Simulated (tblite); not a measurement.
Species: C3H10N3Si (doublet state).
Z-matrix (Å and degrees, GFN2-xTB geometry), rows numbered from 1:
```
N 
C   1  1.3749
Si  2  1.8372  1  123.11
N   3  1.7312  2  113.52  1   -48.02
C   4  1.4421  3  111.16  2   143.98
C   5  1.5360  4  106.70  3   -34.09
N   6  1.4420  5  107.41  4    21.38
H   1  1.0079  2  114.51  3   -14.91
H   1  1.0092  2  117.99  3  -155.37
H   2  1.0766  1  114.87  3  -175.88
H   3  1.4740  2  109.35  1  -179.28
H   4  1.0062  3  122.77  2   -76.85
H   5  1.0956  4  110.41  3  -154.59
H   5  1.1012  4  111.70  3    85.44
H   6  1.1000  5  110.09  4   -97.99
H   6  1.0968  5  110.11  4   143.58
H   7  1.0039  3  126.33  2    72.03
```

Computed with GFN2-xTB (tblite): harmonic, unscaled wavenumbers at the GFN2-xTB geometry, gas phase. The method is semi-empirical: single wavenumbers can be off by several per cent or more. Modes of hydrogen on silicon can be 10 to 20 % off. One conformer, not necessarily the lowest. Open shells enter through the occupations alone, without spin polarisation, and single modes of such species can be off by tens of per cent.

Harmonic wavenumbers (cm⁻¹): 28.5, 73.2, 104.7, 169.4, 189.8, 265.4, 280.5, 387.7, 424.6, 524.2, 538.9, 592.7, 636.9, 643.0, 689.4, 771.7, 828.1, 878.3, 886.3, 958.3, 1041.2, 1078.5, 1105.0, 1170.6, 1174.5, 1198.6, 1251.2, 1261.0, 1267.7, 1345.5, 1379.7, 1401.5, 1492.6, 1497.2, 1512.0, 2145.7, 2821.6, 2845.6, 2899.2, 2918.2, 3099.1, 3404.4, 3480.5, 3483.3, 3509.5.

A = 4092, B = 1492, C = 1415 MHz; mass 116.064 u (most abundant isotopes); point group C1, symmetry number 1; spin multiplicity 2.

Question: Zero-point energy?

Answer: Half the sum of the wavenumbers: 29828 cm⁻¹ = 356.82 kJ/mol.

Question: Give the ideal-gas entropy at 500 K and 1 bar in the rigid-rotor, harmonic-oscillator model (classical rotation).

Answer: Translation 178.89, rotation 123.65, vibration 190.28, spin (R ln 2) 5.76: S = 498.6 J/(mol K).

Question: And Cp and H(500 K) − H(0)?

Answer: Cp = 216.46 J/(mol K), of which vibrations give 183.20 (their classical limit is 45 R = 374.2); H(500 K) − H(0) = 64.46 kJ/mol without the zero-point energy, 47.83 from vibrations.

Question: How do the functions run with temperature in this model?

Answer: 
| T (K) | S (J/(mol K)) | Cp (J/(mol K)) | H − H(0) (kJ/mol) | G − H(0) (kJ/mol) | ln q(vib) |
| --- | --- | --- | --- | --- | --- |
| 150 | 324.6 | 91.6 | 9.47 | -39.22 | 3.18 |
| 250 | 380.3 | 129.8 | 20.53 | -74.54 | 5.55 |
| 298.15 | 404.7 | 148.6 | 27.23 | -93.44 | 6.68 |
| 400 | 453.7 | 185.7 | 44.30 | -137.19 | 9.06 |
| 600 | 540.3 | 241.5 | 87.40 | -236.80 | 13.66 |
| 900 | 649.1 | 293.9 | 168.38 | -415.79 | 20.13 |

q(vib) and H(0) count from the zero-point level.

Question: Which modes carry the vibrational entropy at 500 K?

Answer: 28.5 cm⁻¹: 29.11; 73.2 cm⁻¹: 21.28; 104.7 cm⁻¹: 18.32; 169.4 cm⁻¹: 14.37; 189.8 cm⁻¹: 13.45; 265.4 cm⁻¹: 10.76 J/(mol K); the other 39 give 83.00 together.

Question: What must be added to the electronic energy to get the Gibbs energy at 500 K and 1 bar?

Answer: ZPE + [H(500 K) − H(0)] − T·S = 356.82 + 64.46 − 249.29 = 171.99 kJ/mol.

Question: Blend soft modes into free rotors: weight 1/[1 + (100 cm⁻¹/ν̃)⁴] for the oscillator and the rest for a rotor with moment μB/(μ + B), μ = h/(8π²ν), B = 10⁻⁴⁴ kg m². What vibrational entropy results?

Answer: 173.55 J/(mol K) in place of 190.28, which changes −T·S at 500 K by +8.37 kJ/mol.

Hindered rotation and anharmonicity are outside this model. Other conformers, if any are populated, would add a mixing term that is left out. The structure is chiral; the term R ln 2 for an equal mix with its mirror image is left out.
